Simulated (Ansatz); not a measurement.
`[AlH2][O][SiH2][AlH2]`. Total charge 0; spin multiplicity 1. All single points use the PBE0-D4/def2-TZVP geometry. It is one conformer, not always the lowest.

```xyz
10

Al   -0.505   -0.928   -2.308
O     0.178   -0.124   -1.000
Si    0.852    0.653    0.269
Al   -0.426    0.300    2.348
H    -0.071   -2.425   -2.569
H    -1.547   -0.145   -3.200
H     0.954    2.114   -0.042
H     2.265    0.189    0.438
H     0.048    0.954    3.719
H    -1.747   -0.590    2.346
```

Problem. What is the dipole moment at r2SCAN/def2-TZVPP? (Estimate.)

Solution. The calculation gave: 0.31 D, with components (-0.09, -0.13, -0.26) D in this frame, pointing from negative to positive charge.

Problem. And with PBE, B3LYP, ωB97M-V? (An estimate is asked.)

Solution. Computed: PBE 0.31 D, B3LYP 0.32 D, ωB97M-V 0.33 D.

Problem. Give the Mulliken charges with r2SCAN, ωB97M-V, PBE in def2-TZVPP. (Best estimate.)

Solution. Ansatz gave: 
```csv
atom,r2SCAN,ωB97M-V,PBE
Al1,0.53,0.41,0.37
O2,-0.38,-0.33,-0.24
Si3,0.21,0.12,0.14
Al4,0.45,0.33,0.32
H5,-0.15,-0.11,-0.11
H6,-0.15,-0.11,-0.11
H7,-0.09,-0.05,-0.07
H8,-0.09,-0.05,-0.07
H9,-0.16,-0.11,-0.11
H10,-0.16,-0.12,-0.12
```

B3LYP here is the variant with VWN-RPA as its local correlation; programs differ in this.
